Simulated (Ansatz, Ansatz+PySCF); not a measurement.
```xyz
2

C     0.0000    0.0000   -0.2503
H     0.0000    0.0000    1.5016
```

Basis set: 6-31G (spherical functions). Frozen core: 1 orbital. Correlation on ROHF uses semicanonical orbitals with singles. Charge 0, multiplicity 2.

Computed with Ansatz (development build ahead of 0.2.0); each method stands on the lowest determinant of its kind that the runs found.

The atomization energy at this shape (free ground-state atoms in the same class of orbitals less the molecule, no zero-point energy) of doublet CH:

| method | atomization energy |
| --- | --- |
| PBE0 (unrestricted) | 1.52 eV |
| ROHF-CCSD(T) | 1.37 eV |
| ROHF-MP2 | 0.81 eV |
| UHF | 0.38 eV |

Question: What does UHF-MP2 give?

Answer: 0.67 eV. Caution for ROHF-CCSD(T), ROHF-MP2: bonds are stretched, where a single reference can fail. Caution for UHF-MP2: large amplitudes, a single reference is doubtful. Caution for UHF-MP2, UHF: the unrestricted determinant is spin contaminated.

This basis has no polarisation functions and is too small for such energies, which can lie far from measured ones in either direction.
